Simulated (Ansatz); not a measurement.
Species: sum formula BNHBr$_{2}$, net charge 0, doublet state. It need not be the lowest isomer of its formula. 
Geometry from a B3LYP-D3(BJ)/def2-TZVP (Ansatz, a first-principles code) optimisation:
SMILES: BrB(Br)[NH]
```xyz
5

N     -1.8035    -0.8832     0.3167
B     -0.5887    -0.2842     0.0673
Br    -0.4535     1.6403     0.1387
Br     0.9707    -1.3901    -0.2023
H     -2.5350    -1.1545    -0.3275
```
Charge 0, spin multiplicity 2.

Quantity: atomisation energy (electronic, to ground-state atoms), in kJ/mol. Valence correlation only, unless marked. Open shells are spin-unrestricted. No spin-orbit coupling. The frozen core is the preceding noble-gas configuration, with the filled d and f shells of earlier blocks. No relativistic terms. The coupled-cluster limit lacks core correlation, which all-electron functionals hold. Basis-set limits of correlation are two-point, X^-3; Hartree-Fock from the larger set (for Q and 5 zeta extrapolated as (X+1)exp(-9√X)).

| level | program | atomisation energy (kJ/mol) |
|---|---|---|
| PBE0/def2-SVP | Ansatz | 1603.4 |
| PBE0/def2-TZVPD | Ansatz | 1582.2 |
| PBE0/def2-QZVPP | Ansatz | 1583.1 |
| r2SCAN0/def2-TZVPD | Ansatz | 1550.9 |

### Question
What does CCSD(T)/CBS(cc-pVQZ,cc-pV5Z) (Ansatz) give?

### Answer
1536.3 kJ/mol, so r2SCAN0/def2-TZVPD differs from it by 14.6 kJ/mol.
